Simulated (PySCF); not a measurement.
C6H6F2N (doublet state).
Z-matrix (Å and degrees, GFN2-xTB geometry), rows numbered from 1:
```
F 
C   1  1.3779
F   2  1.3603  1  104.52
C   2  1.4667  1  111.91  3  -119.70
N   4  1.4714  2  132.89  1   -73.72
C   5  1.3125  4   59.14  2   128.19
C   6  1.4197  4  148.07  5  -178.58
C   7  1.5193  6  117.40  4    26.93
C   8  1.4790  7   60.98  6  -105.94
H   2  1.0995  1  107.67  3   114.85
H   7  1.0824  6  115.51  4   174.65
H   8  1.0788  7  116.37  9  -110.34
H   8  1.0795  7  117.09  9   109.31
H   9  1.0787  7  116.25  8   110.42
H   9  1.0793  7  117.15  8  -109.44
```

The hyperfine couplings belong to this conformer and change with its torsions.

As a line formula: `FC(C1[C](N=1)C1CC1)F` [radical].

Theory: UKS B3LYP, pcH-1 on C F H N, non-relativistic, mean-field spin-orbit, GIAO (PySCF 2.14.0). The structure is a single GFN2-xTB conformer in the gas phase; no vibrational or solvent corrections. Couplings are sensitive to structure, and on GFN2-xTB geometries they can be far from those on DFT ones. Stability of the SCF solution: not tested.

Question: What is the g tensor, term by term?

Answer: 
```
                    Δg (ppm)     1     2     3
relativistic mass correction  -206  -206  -206
            gauge correction    -3    39    40
   orbital Zeeman/spin–orbit    46   330  1733
                       total  -162   163  1566
```

So g = 2.00216, 2.00248, 2.00389 and g_iso = 2.00284; the tensor is rhombic: the two nearest values differ by 19 % of g3 − g1. Axes: g2 points within 10° of the C4–N5 bond.

Question: At 34.04 GHz, how far is the centre of the isotropic spectrum from where a free electron (g = 2.002319) resonates?

Answer: B = hν/(g μB) with μB/h = 13.99624 MHz/mT gives 1214.63 mT for the free electron and 1214.32 mT at g_iso, 0.32 mT lower.

Question: What effective moment and Curie constant follow for a powder?

Answer: With the mean of g² = 4.0114 and S(S+1) = 0.75: μ_eff = √(⟨g²⟩S(S+1)) = 1.735 μB and χT = 0.12505·⟨g²⟩·S(S+1) = 0.376 cm³ K/mol (cgs; spin-Hamiltonian part alone).

Question: In a frozen sample, at which fields do the three g values resonate at 9.5, 34, 94 and 263 GHz (hyperfine left aside), and which band first spreads them over more than twice a line width of 0.3 mT?

Answer: 
| band | GHz | B(g3) mT | B(g2) mT | B(g1) mT | spread mT |
| --- | --- | --- | --- | --- | --- |
| X | 9.5 | 338.72 | 338.96 | 339.01 | 0.29 |
| Q | 34.0 | 1212.26 | 1213.11 | 1213.30 | 1.05 |
| W | 94.0 | 3351.53 | 3353.88 | 3354.43 | 2.89 |
| J | 263.0 | 9377.16 | 9383.73 | 9385.26 | 8.10 |

The spread grows in proportion to the frequency. Q band is the first where it exceeds 0.6 mT.

The largest Mulliken spin populations are on C4 (+0.72), N5 (+0.34) and C6 (-0.10). The positive populations add up to 1.11 and the negative ones to -0.11, together 2S = 1. The angles at C4 add up to 327.3°, so it is pyramidal.

The HOMO–LUMO gaps are 4.16 eV among the α and 6.15 eV among the β orbitals.

The SMILES draws the unpaired electron on C6; the largest computed Mulliken spin population is on C4 (0.72 against -0.10).
